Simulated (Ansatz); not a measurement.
Input (CCSDT(Q)/cc-pVDZ; Ansatz, an electronic-structure program):

Ansatz 0.2 input:
```yaml
crystal:
  periodic: [false, false, false]
  atoms:
    - {symbol: B, position_ang: [-1.62924921, -0.18028387, -0.07370695]}
    - {symbol: As, position_ang: [0.36994381, 0.00857991, -0.01316720]}
    - {symbol: H, position_ang: [0.37404788, 1.08612678, 1.07408841]}
    - {symbol: H, position_ang: [-2.33348210, 0.76178676, 0.10448709]}
    - {symbol: H, position_ang: [-2.10246537, -1.22963114, -0.37552332]}
basis:
  gaussian:
    orbitals: cc-pVDZ
magnetization: {spin_polarized: true, initial_magnetization: 1}
correlation: {method: ccsdt_q, electrons: outside_noble_gas}
```

Output:

```
Functional definition: HF
integrals: 0.06 GiB planned
1092 factors; integrals over basis functions are off by at most 1.6e-7 eV
mean field: 0.27 GiB planned
mean field evaluation 1: about -61511.9937 eV, gradient 8.6e0 eV
mean field evaluation 2: about -61512.0251 eV, gradient 8.6e0 eV
mean field evaluation 4: about -61512.9703 eV, gradient 9.7e-1 eV
mean field evaluation 8: about -61512.9966 eV, gradient 9.8e-2 eV
mean field evaluation 16: about -61512.9308 eV, gradient 9.8e-1 eV
mean field evaluation 32: about -61511.1246 eV, gradient 1.4e-1 eV
mean field evaluation 64: about -61511.1237 eV, gradient 7.3e-2 eV
mean field -61512.99735610 eV, -2260.5609578295 hartree, gradient 9.5e-6 eV, S^2 0.760517; 1 other end points of the search recorded, 0 dependent functions left out
determinant -61512.99735610 eV, -2260.5609578295 hartree, with singles and doubles -61518.76061901 eV, -2260.7727538352 hartree
determinant -61511.12436941 eV, -2260.4921268381 hartree, with singles and doubles -61517.09521450 eV, -2260.7115513481 hartree
15 core orbitals not correlated
reference -61512.99735610 eV, -2260.5609578295 hartree; 6, 5 occupied and 35, 36 virtual orbitals, 1092 factors
second order -4.73569832 eV of doubles, -0.00000000 eV of singles
coupled cluster: 0.59 GiB planned
cycle   1  -5.47532266 eV  change   -7.4e-1 eV  update   7.7e-2
cycle   2  -5.85931838 eV  change   -3.8e-1 eV  update   3.2e-2
cycle   3  -5.94325493 eV  change   -8.4e-2 eV  update   1.8e-2
cycle   4  -5.94131434 eV  change    1.9e-3 eV  update   8.8e-3
cycle   5  -5.94325471 eV  change   -1.9e-3 eV  update   5.2e-3
cycle   6  -5.94399531 eV  change   -7.4e-4 eV  update   2.7e-3
cycle   7  -5.94313447 eV  change    8.6e-4 eV  update   1.5e-3
cycle   8  -5.94437351 eV  change   -1.2e-3 eV  update   9.9e-4
cycle   9  -5.94457941 eV  change   -2.1e-4 eV  update   6.2e-4
cycle  10  -5.94391521 eV  change    6.6e-4 eV  update   3.8e-4
cycle  11  -5.94409906 eV  change   -1.8e-4 eV  update   2.2e-4
cycle  12  -5.94427290 eV  change   -1.7e-4 eV  update   1.2e-4
cycle  13  -5.94435414 eV  change   -8.1e-5 eV  update   6.5e-5
cycle  14  -5.94435316 eV  change    9.7e-7 eV  update   3.7e-5
cycle  15  -5.94430413 eV  change    4.9e-5 eV  update   1.8e-5
cycle  16  -5.94429806 eV  change    6.1e-6 eV  update   9.3e-6
cycle  17  -5.94430055 eV  change   -2.5e-6 eV  update   5.1e-6
cycle  18  -5.94430266 eV  change   -2.1e-6 eV  update   2.7e-6
cycle  19  -5.94430476 eV  change   -2.1e-6 eV  update   1.5e-6
cycle  20  -5.94430440 eV  change    3.6e-7 eV  update   8.3e-7
perturbative correction -0.00736163 eV, -0.0002705349 hartree
Total energy: -61518.94902213 eV, -2260.7796775219 hartree
```
